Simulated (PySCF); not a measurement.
```xyz
3
charge 0 multiplicity 1, angstrom
Ru    0.3913   -0.0008   -1.2396
N    -0.5570    0.0011   -2.4550
I    -0.2511    0.0005    1.2616
```

Level of theory: PBE0/[Ru def2-TZVP with ECP28, N def2-TZVP, I def2-TZVP with ECP28], scalar-relativistic core potentials, density fitting, no spin–orbit coupling, PySCF.

This geometry of IRuN is a stationary point at this level.

(1) What is the point group?

(2) Is it a minimum?

(3) What are the dipole moment and the gap between the highest occupied and lowest empty levels?

(4) Give the ideal-gas entropy at 298.15 K and 1 bar by parts.

Results:

(1) Cs.

(2) Yes: all harmonic wavenumbers are real.

(3) 3.27 D and 3.20 eV.

(4) translation 177.4, rotation 111.2, vibration 21.4, spin 0.0; total 309.9 J/(mol K).

This need not be the most stable arrangement of these atoms.
